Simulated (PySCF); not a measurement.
In(Cl)(Me)(vinyl) (C3H6ClIn), SMILES [Cl][In]([CH3])[CH]=C. The structure is a stationary point at B3LYP-D3(BJ)/def2-SVP. The structure was generated by enumeration; whether it is a known compound was not checked. The def2 effective core potentials stand for the cores of In; spin–orbit coupling is left out. One conformer was computed; it need not be the lowest.

### Question
Give the equilibrium geometry at B3LYP-D3(BJ)/def2-SVP (PySCF confirms it by a frequency run) as Cartesian coordinates in Å, and its point group. (An estimate is asked for; the answer gives what the named calculation found.)

### Answer
One answer among several that fit: point group Cs.
```xyz
11

In    -0.1925    -0.0105     0.0000
Cl     1.0628     2.0299     0.0000
C     -2.3343     0.3027     0.0000
H     -2.8785    -0.6516     0.0000
H     -2.6025     0.8840    -0.8941
H     -2.6025     0.8840     0.8941
C      1.0980    -1.7286     0.0000
C      0.6352    -2.9862     0.0000
H      2.1817    -1.5592     0.0000
H      1.3082    -3.8541     0.0000
H     -0.4352    -3.2245     0.0000
```
Charge 0, spin multiplicity 1.
